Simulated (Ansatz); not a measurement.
H2MgO (SMILES [OH][MgH]) moved off its minimum; all values from Ansatz (a quantum-chemistry and plane-wave program), cores frozen in correlated methods.
(charge 0, multiplicity 1)
```xyz
4

Mg     0.0075     0.0971    -0.6803
H      0.1291    -0.0469    -2.3166
O      0.0051     0.1213     1.0603
H      0.0408    -0.0246     2.0061
```

```csv
level,largest force (eV/Å),on atom,rms difference from CCSD(T)/def2-TZVPPD (eV/Å),dipole (D)
HF/def2-TZVPP,2.08,O3,0.406,0.75
PBE/def2-TZVPP,0.95,O3,0.200,0.63
r2SCAN/def2-TZVPP,1.14,O3,0.121,0.73
B3LYP/def2-TZVPP,1.16,O3,0.101,0.64
wB97M-V/def2-TZVPP,1.26,O3,0.080,0.69
MP2/def2-TZVPPD,1.49,O3,0.044,0.68
CCSD(T)/def2-TZVPPD,1.46,O3,0.000,0.62
```

The differences count from one level among others, with limits of its own. Forces at CCSD(T)/def2-TZVPPD (eV/Å):

```csv
atom,Fx,Fy,Fz
Mg1,0.044,-0.059,-0.340
H2,-0.007,0.010,-0.544
O3,0.000,-0.074,1.458
H4,-0.037,0.122,-0.575
```
